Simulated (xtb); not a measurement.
ClMg (SMILES [Mg+][Cl]), charge +1, singlet, at a GFN2-xTB geometry (such geometries of metal compounds can be far from the true shape).

The xtb input:
```
$ xtb mol.xyz --gfn 2 --chrg 1 --etemp 5000 --json

# file mol.xyz
2

Mg    -0.00000000    -0.00000000    -1.21080290
Cl     0.00000000     0.00000000     0.85468440
```

Question: What does this run give for the HOMO-LUMO gap, total energy (a free energy at this electronic temperature), partial charges in atom order?

Answer: 
| Item | Result |
|---|---|
| HOMO-LUMO gap | 2.20 eV |
| total energy (a free energy at this electronic temperature) | -4.6496 Eh |
| partial charges in atom order | Mg1 0.64, Cl2 0.36 |
